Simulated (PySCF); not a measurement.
BFO, SMILES O=BF (connectivity only; charge and spin as stated), charge -1, multiplicity 2. Atoms are numbered in the order given.

```xyz
3

F      0.1032    -1.1732     0.0000
B     -0.3951     0.1112     0.0000
O      0.1309     1.2504     0.0000
```
Charge -1, spin multiplicity 2.

Coordinates come from a PBE0-D3(BJ)/def2-TZVPD optimisation. The multiplicity is an assumed one; other spin states were not compared.

Method: B3LYP/pcH-1 run with PySCF.

Unrestricted Kohn–Sham, ⟨S²⟩ = 0.752. Hyperfine tensors hold the contact and dipolar terms, without spin-orbit corrections.

Computed hyperfine couplings:
| nucleus | A(iso) (MHz) | A(iso) (G) | dipolar principal values (MHz) |
|---|---|---|---|
| 19F no. 1 | 1211.6 | 432.3 | -176.7, -162.2, 338.9 |
| 11B no. 2 | 430.7 | 153.7 | -25.4, -19.2, 44.6 |
| 17O no. 3 | -70.7 | -25.2 | -54.4, 21.0, 33.4 |

Task: And the g tensor (effective nuclear charges for spin-orbit coupling, GIAO)? (Estimate from the structure and the level; the computed values follow.)

Result: principal values 1.9985, 2.0015, 2.0022; isotropic 2.0008.
